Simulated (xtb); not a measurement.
trans-(1R,2R)-1-bromo-2-fluorocyclopropane (C3H4BrF), SMILES F[C@@H]1C[C@H]1Br. All values are semi-empirical tight-binding results from xtb (GFN2-xTB unless named), good for trends rather than for accurate numbers. Geometry optimised at GFN2-xTB.

Optimised geometry:

```xyz
9

F     -1.5217     2.2127     0.6711
C     -1.1349     1.1345    -0.0602
C     -1.7457    -0.1914     0.2626
C     -0.3200     0.0927     0.6314
Br     1.0941    -0.7625    -0.3469
H     -0.9234     1.4233    -1.0822
H     -2.4641    -0.2331     1.0676
H     -1.9509    -0.8651    -0.5552
H     -0.0557     0.2345     1.6690
```

* **orbital gap**: 5.05 eV
* **zero-point energy**: 39.1 kcal/mol
* **G − E(el) at 298.15 K (modified RRHO)**: 20.4 kcal/mol
* **static polarisability (D4 model)**: 54.4 bohr³
* **solvation energy, GFN2-xTB/ALPB(water)**: -2.2 kcal/mol
* **solvation energy, GFN2-xTB/ALPB(acetonitrile)**: -4.3 kcal/mol

Computed atomic charges and the Wiberg bond orders between heavy atoms:
charges (e) F1 -0.24, C2 0.15, C3 -0.08, C4 0.05, Br5 -0.16, H6 0.06, H7 0.07, H8 0.07, H9 0.07. Bond orders F1–C2 0.94, C2–C3 0.97, C2–C4 0.96, C3–C4 0.97, C4–Br5 0.97.
